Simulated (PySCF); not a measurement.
## Excited states of Si²⁺ (silicon, charge +2)

Ground state [Ne] 3s2, ¹S. Calculation: PySCF 2.14, in aug-cc-pVTZ-DK with one added diffuse shell each of s, p, d, f type (7s6p4d3f, 66 functions); the spin-free X2C one-electron Hamiltonian (Gaussian nucleus). Vertical excitation energies in eV without spin-orbit coupling; excited terms of each kind are numbered among those the solver found. Frozen: [He] 2s2.

| term | leading excitation | EOM-EE-CCSD |
| --- | --- | --- |
| 1 3P° | 3s → p | 6.528 |
| 1 1P° | 3s → p | 10.417 |
| 1 3D | 3s → d | 18.020 |
| 1 3S | 3s → s | 18.934 |
| 1 1S | 3s → s | 19.690 |
| 1 1D | 3s → d | 20.816 |
| 2 3P° | 3s → p | 21.689 |
| 2 1P° | 3s → p | 21.886 |
| 2 3D | 3s → d | 25.081 |
| 1 1F° | 3s → f | 25.319 |
| 2 1D | 3s → d | 25.484 |
| 1 3F° | 3s → f | 26.139 |

Doubly excited terms such as np² are absent. The solver can miss terms. Rydberg members are limited by the diffuse functions of the basis.
